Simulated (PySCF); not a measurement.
Nonlinear optical response: `O=C/C(=C\[O-])C(F)(F)F`, [C4H2F3O2]-, charge -1

Geometry:
```json
{"atom": "O1", "x (Å)": "-1.120", "y (Å)": "-2.133", "z (Å)": "0.102"}
{"atom": "C2", "x (Å)": "-1.203", "y (Å)": "-0.924", "z (Å)": "-0.105"}
{"atom": "C3", "x (Å)": "-0.167", "y (Å)": "0.057", "z (Å)": "-0.057"}
{"atom": "C4", "x (Å)": "-0.467", "y (Å)": "1.426", "z (Å)": "-0.322"}
{"atom": "O5", "x (Å)": "-1.561", "y (Å)": "1.912", "z (Å)": "-0.612"}
{"atom": "C6", "x (Å)": "1.201", "y (Å)": "-0.375", "z (Å)": "0.279"}
{"atom": "F7", "x (Å)": "2.093", "y (Å)": "0.648", "z (Å)": "0.287"}
{"atom": "F8", "x (Å)": "1.319", "y (Å)": "-0.952", "z (Å)": "1.499"}
{"atom": "F9", "x (Å)": "1.720", "y (Å)": "-1.289", "z (Å)": "-0.577"}
{"atom": "H10", "x (Å)": "-2.191", "y (Å)": "-0.462", "z (Å)": "-0.368"}
{"atom": "H11", "x (Å)": "0.423", "y (Å)": "2.109", "z (Å)": "-0.248"}
```

Total charge -1.

Method: quadratic response CAM-B3LYP/aug-cc-pVDZ first hyperpolarisability, Taylor convention, gas phase (PySCF 2.14.0). Geometry: PBE0-D3(BJ)/def2-SVP.

For a gas-phase anion, states above the detachment energy (about 3.3 eV, taken as minus the energy of the highest occupied orbital) lie in the continuum and depend on the basis.

(1) Give β for the processes computed.

(2) Which lowest excitations and polarisabilities go with it?

## Answers

(1) In au, Taylor convention; the vector part is βᵢ = ⅓ Σⱼ (βᵢⱼⱼ + βⱼᵢⱼ + βⱼⱼᵢ):
| process | λ (nm) | β vector norm | β HRS | depolarisation ratio |
| --- | --- | --- | --- | --- |
| static β(0;0,0) | ∞ | 187.6 | 104.8 | 2.68 |
| second harmonic β(−2ω;ω,ω) | 1907 | 199.9 | 111.8 | 2.68 |
| Pockels β(−ω;ω,0) | 1907 | 191.5 | – | – |
| second harmonic β(−2ω;ω,ω) | 1064 | 233.9 | 131.3 | 2.67 |
| Pockels β(−ω;ω,0) | 1064 | 200.8 | – | – |

(2) S1 4.14 eV (f = 0.001); S2 4.69 eV (f = 0.002); S3 4.93 eV (f = 0.000); isotropic α 69.2 au static, 69.5 au at 1907 nm, 70.2 au at 1064 nm, 70.5 au at 953.5 nm, 73.7 au at 532 nm.
